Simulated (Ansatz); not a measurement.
Ansatz (a first-principles code) input (B3LYP-D3(BJ)/def2-TZVP):

Ansatz 0.2 input:
```yaml
crystal:
  periodic: [false, false, false]
  atoms:
    - {symbol: Ta, position_ang: [-0.05398746, 0.02465067, -0.03792597]}
    - {symbol: O, position_ang: [-1.28237282, -1.21567398, -0.11559363]}
    - {symbol: O, position_ang: [-0.27920070, 1.56310564, -0.83467303]}
    - {symbol: F, position_ang: [1.65099403, -0.32613177, 0.99031516]}
basis:
  gaussian:
    orbitals: def2-TZVP
hamiltonian:
  xc: b3lyp
  dispersion: d3bj
total_charge: -1
magnetization: {spin_polarized: true, initial_magnetization: 1}
relax: {f_tol: 0.002, max_steps: 150}
```

End of the output:

```
integrals: 0.04 GiB planned
832 factors; their error is unknown
mean field: 0.57 GiB planned
mean field -8372.28176812 eV, -307.6756800420 hartree, gradient 1.6e-5 eV, S^2 0.753522; 0 other end points of the search recorded, 0 dependent functions left out
the calculation of the forces begins
reference -8372.28202001 eV, -307.6756892987 hartree; 20, 19 occupied and 113, 114 virtual orbitals, 832 factors
relax step   6: F+E_penalty+E_count = -8372.39230330 eV  Δ(F+E_penalty+E_count) = -6.031e-3 eV  max|allowed force component| = 4.206e-1 eV/Å  Δτ_max = 0.0357 Å  (42 SCF iters, accepted)
these checks for a lower state are left out or cut short: starts, cluster_reference, orbital_swaps, neighbouring_geometries, increment
integrals: 0.04 GiB planned
832 factors; their error is unknown
mean field: 0.57 GiB planned
mean field evaluation 64: about -8372.2870 eV, gradient 1.2e-5 eV
mean field -8372.28696328 eV, -307.6758709606 hartree, gradient 1.2e-5 eV, S^2 0.753310; 0 other end points of the search recorded, 0 dependent functions left out
the calculation of the forces begins
reference -8372.28721505 eV, -307.6758802130 hartree; 20, 19 occupied and 113, 114 virtual orbitals, 832 factors
relax step   7: F+E_penalty+E_count = -8372.39789456 eV  Δ(F+E_penalty+E_count) = -5.591e-3 eV  max|allowed force component| = 1.486e-2 eV/Å  Δτ_max = 0.0157 Å  (37 SCF iters, accepted)
these checks for a lower state are left out or cut short: starts, cluster_reference, orbital_swaps, neighbouring_geometries, increment
integrals: 0.04 GiB planned
832 factors; their error is unknown
mean field: 0.57 GiB planned
mean field -8372.28691911 eV, -307.6758693373 hartree, gradient 1.6e-5 eV, S^2 0.753287; 0 other end points of the search recorded, 0 dependent functions left out
the calculation of the forces begins
reference -8372.28717090 eV, -307.6758785907 hartree; 20, 19 occupied and 113, 114 virtual orbitals, 832 factors
relax step   8: F+E_penalty+E_count = -8372.39789802 eV  Δ(F+E_penalty+E_count) = -3.462e-6 eV  max|allowed force component| = 1.171e-2 eV/Å  Δτ_max = 0.0060 Å  (38 SCF iters, accepted)
these checks for a lower state are left out or cut short: starts, cluster_reference, orbital_swaps, neighbouring_geometries, increment
integrals: 0.04 GiB planned
832 factors; their error is unknown
mean field: 0.57 GiB planned
mean field -8372.28695595 eV, -307.6758706913 hartree, gradient 1.4e-5 eV, S^2 0.753295; 0 other end points of the search recorded, 0 dependent functions left out
the calculation of the forces begins
reference -8372.28720773 eV, -307.6758799441 hartree; 20, 19 occupied and 113, 114 virtual orbitals, 832 factors
relax step   9: F+E_penalty+E_count = -8372.39791688 eV  Δ(F+E_penalty+E_count) = -1.886e-5 eV  max|allowed force component| = 1.220e-4 eV/Å  Δτ_max = 0.0028 Å  (38 SCF iters, accepted)
integrals: 0.04 GiB planned
832 factors; their error is unknown
mean field: 0.57 GiB planned
mean field evaluation 96: about -8372.2870 eV, gradient 1.3e-3 eV
mean field -8372.28695595 eV, -307.6758706913 hartree, gradient 1.6e-5 eV, S^2 0.753295; 1 other end points of the search recorded, 0 dependent functions left out
the calculation of the forces begins
reference -8372.28720773 eV, -307.6758799441 hartree; 20, 19 occupied and 113, 114 virtual orbitals, 832 factors
Total energy: -8372.39816866 eV, -307.6799576830 hartree
Atom 0 at     0.111972    -0.091703    -0.254410 Å, force     0.000016     0.000023     0.000122 eV/Å
Atom 1 at    -1.311463    -1.139480    -0.045329 Å, force    -0.000068    -0.000014    -0.000065 eV/Å
Atom 2 at    -0.336443     1.559776    -0.743548 Å, force    -0.000055     0.000025    -0.000075 eV/Å
Atom 3 at     1.571367    -0.282642     1.045410 Å, force     0.000107    -0.000034     0.000017 eV/Å
Dipole moment:     0.543595    -0.186198     0.039268 e Å
```

The spin state was set by rule; other spins were not relaxed.
